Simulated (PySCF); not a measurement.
**Static response to an electric field**

Compound: C5H4AlF3O3.
SMILES with atom numbers: `[O:1]=[C:2]([C:3]1=[CH:4][O:5][AlH2-:6][O+:7]=[CH:8]1)[C:9]([F:10])([F:11])[F:12]` (hydrogens: H13 on C4; H14, H15 on Al6; H16 on C8)

Cartesian coordinates in Å at the PBE0-D3(BJ)/def2-SVP level; atoms count from 1:
```xyz
16
C5H4AlF3O3 angstrom
O      1.8663   -1.7984   -0.5401
C      1.5309   -0.7647   -0.0160
C      0.1379   -0.3025    0.0579
C     -0.2569    0.9329    0.6167
O     -1.4420    1.3486    0.6773
Al    -3.0228    0.5258    0.0838
O     -2.0703   -0.9818   -0.5141
C     -0.8320   -1.1834   -0.4794
C      2.6294    0.1210    0.6234
F      2.3795    0.3046    1.9247
F      2.6532    1.3276    0.0432
F      3.8141   -0.4325    0.4942
H      0.5074    1.6057    1.0359
H     -3.8848    0.1162    1.3459
H     -3.5609    1.3125   -1.1796
H     -0.4609   -2.1326   -0.9006
```

Level: CAM-B3LYP/def2-SVPD (PySCF), static field, nuclei fixed, core orbitals frozen in the response. The polarisability tensor in these axes (au):

```
x   124.47 -10.28   1.34
y   -10.28  92.50  10.28
z     1.34  10.28  75.19
```

Question: What are the eigenvalues, a third of the trace, and Δα (Δα² = ½Σ(αi − αj)² over the three pairs)?

Answer: Principal values 69.81, 94.81 and 127.54 au; mean 97.39 au = 14.43 Å³ = 16.06 × 10⁻⁴⁰ C²·m²/J; Δα = 50.14 au (51 % of the mean).

Question: What is the dipole moment, and where does it point?

Answer: (0.27, 0.42, 0.29) D, 0.58 D in size, pointing from the negative to the positive side. Measured along this direction, the outermost atoms are H16 at the negative end and F10 and F11 at the positive end.

Question: Orientational against electronic polarisability at 250 K (dilute gas, rigid molecules)?

Answer: In Gaussian units μ²/3kT = 3.26 Å³ against 14.43 Å³, a ratio of 0.23; the Debye molar polarisation (4π/3)N_A(α + μ²/3kT) is 44.6 cm³/mol, leaving out the vibrational part.

Question: Rayleigh depolarisation ratio (linearly polarised light, static tensor)?

Answer: ρ = 3Δα²/(45ᾱ² + 4Δα²) = 7543.1/(426793 + 10057.4) = 0.0173.

Question: What are the principal values of the traceless quadrupole moment, Θ = ½Σq(3rr − r²1), about the centre of nuclear charge?

Answer: -16.81, 6.04, 10.77 D·Å. The values depend on the origin, since the dipole doesn't vanish. The electronic extent ⟨r²⟩ about the same centre is 2540 bohr², a root-mean-square distance of 2.69 Å for the 98 electrons.

Question: Form Σ f/ω² (atomic units) for the 10 lowest TDDFT singlets, given as eV and f, and set it beside the mean polarisability, which is this sum over all singlets: 4.32, 0.0006; 4.39, 0.0421; 4.60, 0.0007; 5.17, 0.0002; 5.46, 0.1908; 5.63, 0.2791; 5.96, 0.0011; 6.65, 0.0001; 6.74, 0.0111; 6.99, 0.0000.

Answer: They add up to 13.12 au, 13.5 % of the 97.39 au; the largest single term is 6.51 au, from the state at 5.63 eV. Terms in order: 0.02, 1.62, 0.03, 0.01, 4.73, 6.51, 0.02, 0.00, 0.18, 0.00 au. Higher excitations give the rest. The strengths listed sum to 0.526.

Question: Find the Langevin capture rate constant for NH4+ (18.034 u) meeting this molecule (195.993 u), k = 2.342 × 10⁻⁹ cm³/s × √(α in Å³ / reduced mass in u).

Answer: The reduced mass is 16.51 u, so k = 2.19 × 10⁻⁹ cm³/s. The formula leaves out the permanent dipole, which adds to the capture rate.

Isolated species at its PBE0-D3(BJ)/def2-SVP geometry (one conformer only).
